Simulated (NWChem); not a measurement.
Species: FeH4O2F2, quintet; SMILES [OH2]->[Fe]([F])(<-[OH2])[F]

In the optimisation the excess spin sits in a1 and a2 and b1 (C2v, its own frame). Not confirmed as a minimum by frequencies. The spin multiplicity was typed, not searched, and may not be the lowest.

Question: Give the equilibrium geometry at PBE0/def2-SVP, spin-unrestricted (NWChem) as an XYZ file, with the point group.

Answer: point group C2v; any orientation.
```
9

Fe     0.0000     0.0000     0.0394
F     -1.7699     0.0000     0.4553
F      1.7699     0.0000     0.4553
O      0.0000     2.2099    -0.0629
H      0.7750     2.4193     0.4757
H     -0.7750     2.4193     0.4757
O      0.0000    -2.2099    -0.0629
H     -0.7750    -2.4193     0.4757
H      0.7750    -2.4193     0.4757
```
